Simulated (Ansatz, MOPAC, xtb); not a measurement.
Torsion H4–N1–Sn2–N3 in H4N2Sn (SMILES [NH2][Sn][NH2]); at each angle all else is relaxed with GFN2-xTB, and the levels are single points there.
Geometry at 180° (charge 0, multiplicity 1):
```xyz
7

N      1.51038    -0.11780    -0.13269
Sn     0.17617     0.44524     1.30751
N     -0.26546    -1.46695     1.87308
H      2.03231     0.50437    -0.73180
H      1.76759    -1.06329    -0.37401
H      0.12296    -2.31204     1.48163
H     -0.91521    -1.73482     2.59737
```

On the grid 0° to 330°, 90° is the highest and 180° the lowest point at MP2/CBS(def2-TZVPP, def2-QZVPP) + ΔCCSD(T)/def2-TZVPP.

The state that AM1 reach isn't checked.

The values were computed with Ansatz (Gaussian orbitals); MOPAC for AM1 (differences of heats of formation); xtb for the GFN methods. Each number belongs to the level named beside it. In def2 rows elements past Kr take small-core potentials, without spin–orbit coupling.

Problem. One of these levels gives 6.36 kcal/mol for the energy at 90° less that at 180°. Name it.
(A) AM1
(B) GFN1-xTB
(C) HF/def2-TZVPP

Solution. B, GFN1-xTB. The others give 11.76 (AM1), 7.73 (HF/def2-TZVPP)

Ansatz is a first-principles code.
